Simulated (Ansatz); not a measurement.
Reaction (isomerisation): `FC/C=N\[SiH3]` → `CN1[SiH2]C1F`

Calculated with Ansatz (gas phase, PBE0-D4/def2-TZVP geometries, no zero-point term in ΔE). CCSD(T)/CBS is the MP2 limit (def2-TZVPP, def2-QZVPP) plus CCSD(T) − MP2 in def2-TZVPP, frozen cores. DFT in def2-TZVPP. Each species was taken in one conformer, which may not be the lowest.

Question: Is it downhill or uphill in electronic energy at CCSD(T)/CBS, and by how much? (Best estimate.)

Answer: The calculation gave: Uphill: ΔE = +69.7 kJ/mol.

Question: What do these levels give: PBE-D4, r2SCAN-D4, ωB97X-V, B2PLYP, PBE, r2SCAN, PBE0, SCS-MP2/def2-TZVPP, CCSD/def2-TZVPP, CCSD(T)/def2-TZVPP, MP2/def2-QZVPP, SCS-MP2/def2-QZVPP? (An estimate is asked.)

Answer: The calculation gave: PBE-D4 48.8, r2SCAN-D4 59.8, ωB97X-V 62.3, B2PLYP 72.4, PBE 48.5, r2SCAN 59.7, PBE0 50.9, SCS-MP2/def2-TZVPP 75.2, CCSD/def2-TZVPP 76.3, CCSD(T)/def2-TZVPP 74.1, MP2/def2-QZVPP 61.6, SCS-MP2/def2-QZVPP 72.5 kJ/mol.

Largest T1 diagnostic among the species: 0.013.

In def2-TZVPP, CCSD(T) changes the Hartree–Fock value by −31.5 kJ/mol (the triples alone add −2.2 kJ/mol) and MP2 by −41.1 kJ/mol.
